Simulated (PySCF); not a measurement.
NbF₆, SMILES [F][Nb-]([F])([F])([F])([F])[F], charge -1, multiplicity 1. Geometry optimised at PBE0-D3(BJ)/def2-SVPD. The spin state was assumed, not searched. The isomer is the one that the SMILES or the coordinates give; other isomers of the formula were not compared. The def2 effective core potentials stand for the cores of Nb; spin–orbit coupling is left out.

All values below come from PySCF with PBE0-D3(BJ)/def2-SVPD.

Harmonic wavenumbers (cm⁻¹): 119, 119, 119, 241, 241, 241, 265, 265, 265, 568, 568, 639, 639, 639, 672. Rotational constants (GHz): 1.832, 1.832, 1.832; symmetry number 24.

Question: Work out the zero-point energy and the ideal-gas rigid-rotor harmonic-oscillator thermochemistry at 298.15 K and 1 atm.

Answer: ZPE = ½ Σ hcν = ½ × 5600 cm⁻¹ = 8.01 kcal/mol. H − E(el) = 14.07 kcal/mol. Entropy in cal/(mol K): translation 41.89, rotation 22.03, vibration 22.12, total 86.04. G − E(el) = -11.58 kcal/mol. Cp = 30.23 cal/(mol K). Modes under 150 cm⁻¹ make the vibrational entropy uncertain.
